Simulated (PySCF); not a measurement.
Species: [WO3F]- (charge -1 and singlet state).
Bonds: W1–O2, W1–O3, W1–O4, W1–F5.

Level of theory: PySCF, PBE0-D3(BJ)/def2-SVP geometry optimisation, gas phase, def2 core potentials past Kr.

(1) List the bond lengths and angles at this level.

## Answers

(1) 
```csv
bond,length (Å)
"W1–O2, W1–O3, W1–O4",1.742
W1–F5,1.914
```

Bonds in one row agree within 0.01 Å and their mean is given. A selection of angles:
```csv
angle,degrees
O2–W1–O3,109.1
O2–W1–F5,110.0
```

W1 (tungsten bonded to F and 3 O) is tetrahedral (angles from 109.1° to 110.0°). All 3 O–W bonds measure 1.742 to 1.743 Å.

Point group: C3v (every atom within 0.08 Å of its image). PBE0-D3(BJ)/def2-SVP frequencies: not computed here.

Time: 45 s of wall time; peak memory 0.33 GiB. Hardware: an Arm Neoverse V1 with one thread, shared host with 32 logical CPUs at a one-minute load of 22. These figures are those of the optimisation.
